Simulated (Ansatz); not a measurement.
[closo-2-(OH)B5H4]2- (B₅OH₅²⁻), relaxed as a singlet with RKS PBE-D4/def2-SVPD in Ansatz, starting from the GFN2-xTB geometry. Force threshold 0.02 eV/Å.

A multiply charged anion in the gas phase is held together partly by the finite basis. The highest occupied level of the charge -2 singlet lies above zero (up to 5.31 eV). The electron is either unbound and held by the finite basis, or the level is raised by self-interaction error.

Start:

```xyz
11

B     0.127    0.439   -0.673
B     0.474   -1.107    0.317
B    -0.828   -0.844   -0.682
B     0.563    0.384    0.943
B    -0.994   -0.017    0.750
O     0.619    1.517   -1.720
H     1.194    2.085   -1.209
H     1.145   -2.189    0.522
H    -1.587   -1.554   -1.468
H     1.336    1.102    1.754
H    -2.049    0.183    1.466
```

| step | energy (eV) | largest force component (eV/Å) | SCF passes |
| --- | --- | --- | --- |
| 1 | -5496.1167 | 2.615 | 20 |
| 2 | -5496.5156 | 1.020 | 21 |
| 3 | -5496.5908 | 0.153 | 21 |
| 4 (rejected) | -5496.5880 | 0.248 | 21 |
| 5 | -5496.5947 | 0.039 | 22 |
| 6 | -5496.5953 | 0.042 | 22 |
| 7 | -5496.5958 | 0.028 | 22 |
| 8 | -5496.5959 | 0.005 | 23 |

Force components are those of the run's own axes.

End:

Cartesian coordinates in Å:
```
B 0.1440 0.4475 -0.6386
B 0.4727 -1.0907 0.2996
B -0.8706 -0.8846 -0.7232
B 0.6207 0.4384 0.9996
B -0.9850 -0.0077 0.7297
O 0.5703 1.4303 -1.6686
H 1.1587 2.0310 -1.1870
H 1.1084 -2.1323 0.5252
H -1.5720 -1.5138 -1.5159
H 1.3408 1.1136 1.7402
H -1.9880 0.1683 1.4390
```

By distances, no bond broke or formed. The bond that changes most is B4–H10, from 1.33 to 1.23 Å (atoms count from 1).

No frequencies were taken in this run, so the end may be a saddle point.

Run time 11 s (4 threads of Intel Xeon on a shared host).
